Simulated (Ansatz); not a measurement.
Start from `O=C=[N][Ti]([F])([F])[F]` and change one atom or group to get `C[O][Ti]([F])([F])[F]`.

Ansatz, PBE0-D4/def2-TZVP geometries, multiplicity 1. Each molecule was computed in one conformer, which needn't be the lowest.

Scalar relativity is left out up to krypton.

| property | `O=C=[N][Ti]([F])([F])[F]` |
| --- | --- |
| LUMO energy (B3LYP/def2-TZVPP) / eV | -3.55 |
| HOMO energy (PBE0/def2-TZVPP) / eV | -9.64 |
| HOMO–LUMO gap (B3LYP/def2-TZVPP) / eV | 5.86 |
| HOMO energy (ωB97M-V/def2-TZVPP) / eV | -11.83 |
| LUMO energy (PBE0/def2-TZVPP) / eV | -3.26 |
| zero-point energy (PBE0-D4/def2-TZVP) / kJ/mol | 54.5 |

(1) What does the change do to each property? (An estimate is asked.)

Answers

(1) Computed: 
| property | `C[O][Ti]([F])([F])[F]` | shift |
| --- | --- | --- |
| LUMO energy (B3LYP/def2-TZVPP) / eV | -2.43 | 1.12 |
| HOMO energy (PBE0/def2-TZVPP) / eV | -9.54 | 0.10 |
| HOMO–LUMO gap (B3LYP/def2-TZVPP) / eV | 6.88 | 1.02 |
| HOMO energy (ωB97M-V/def2-TZVPP) / eV | -11.91 | -0.08 |
| LUMO energy (PBE0/def2-TZVPP) / eV | -2.12 | 1.14 |
| zero-point energy (PBE0-D4/def2-TZVP) / kJ/mol | 128.2 | 73.7 |

With PBE0 the HOMO rises by 0.10 eV and the LUMO rises by 1.14 eV, so the gap widens by about 1.04 eV. PBE moves the HOMO by 0.27 eV and ωB97M-V by -0.08 eV. The zero-point energy changes by 73.7 kJ/mol with +6 modes.

Positive LUMOs are unbound, so they and the gaps depend on the basis.

B3LYP here is the variant with VWN-RPA as its local correlation; programs differ in this.
